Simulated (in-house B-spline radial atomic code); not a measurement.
A run on Mo⁵⁺ (an excited or competing configuration) that did not converge. Method: scalar-relativistic (X2C) wB97X, spin-polarised, spherical fractional occupations, exact exchange averaged over the configuration, Fermi nucleus of rms radius 4.4091 fm; computed with a B-spline radial code for spherical atoms.

Command:
```bash
python run_scf.py task.json out
```
Settings (nuclear radius in fm, mass in u):
```
Z                42
configuration    [Ar] 3d10 4s2 4p5 4d1 5f1
hamiltonian      x2c
method           wb97x
spin_polarised   True
nucleus          fermi
rms_radius       4.4091
atomic_mass      97.9054
speed_of_light   137.035999084
exact_exchange   averaged over the configuration
```

First and last ten iterations of the last attempt (damped for 15 steps, keeping 80 % of the old Fock matrix, then DIIS):
```
 iter        energy (Eh)    residual
    1       -4034.592331    5.36e-01
    2       -4039.060005    2.63e-01
    3       -4039.578456    1.77e-01
    4       -4039.827886    1.18e-01
    5       -4039.948078    7.83e-02
    6       -4040.006265    5.55e-02
    7       -4040.034562    4.10e-02
    8       -4040.048374    3.05e-02
    9       -4040.055278    2.28e-02
   10       -4040.058693    1.71e-02
  111       -4040.062463    9.34e-06
  112       -4040.062463    3.29e-06
  113       -4040.062463    4.31e-06
  114       -4040.062463    4.91e-06
  115       -4040.062463    8.43e-06
  116       -4040.062463    8.58e-06
  117       -4040.062463    8.05e-06
  118       -4040.062463    8.52e-06
  119       -4040.062463    8.49e-06
  120       -4040.062463    8.06e-06
 not converged after 120 iterations
```

The smallest residual met was 3.2e-06; the threshold is about 4e-07. Over the last five steps the energy moves by less than 1e-08 hartree, but the orbitals didn't meet the threshold. Cost of the run: 13 s on 1 thread of AMD EPYC 9R45 96-Core Processor (shared host).
